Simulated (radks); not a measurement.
Results of a calculation; reference values are marked as such.
Radial electron density D(r) = 4 pi r^2 rho(r) of an atom or ion with 13 electrons. Code: a radial shooting solver on a logarithmic mesh with Libxc functionals. Model: Dirac Kohn-Sham, PBE, spin-unpolarised, spherical densities, finite nucleus; Fermi nuclear charge, rms radius of each element as measured or else 0.836 A^(1/3) + 0.57 fm.

```
   r/bohr * D(r) (the largest magnitude, 24.1, reaches the edge; | marks zero)
 0.004976 |  *
 0.006275 |    *
 0.007851 |      *
 0.009901 |          *
  0.01249 |              *
  0.01575 |                    *
   0.0197 |                           *
  0.02484 |                                   *
  0.03133 |                                           *
   0.0392 |                                                 *
  0.04943 |                                                     *
  0.06234 |                                                   *
  0.07799 |                                              *
  0.09836 |                                        *
    0.124 |                                     *
   0.1564 |                                        *
   0.1957 |                                                *
   0.2468 |                                                      *
   0.3113 |                                                  *
   0.3894 |                                     *
   0.4911 |                    *
   0.6193 |           *
   0.7748 |        *
   0.9771 |        *
    1.232 |     *
    1.554 | *
    1.944 |*
    2.452 *
    3.092 *
```

What is the nuclear charge?

Answer. Z = 20. The innermost maximum, from 1s, lies near gamma/Z bohr with gamma = sqrt(1 - (Z/c)^2) = 0.989, here 0.0495 bohr (found: 0.0523), and its height grows with Z. The density is that of the calcium ion Ca7+ in [Ne] 3s2 3p1; the configuration itself is not fixed sharply by these data, and Z only to about a unit. D(r) has 2 maxima, at r = 0.0523, 0.257 bohr, and minima at 0.124 bohr, inside which lie 2.16 electrons.
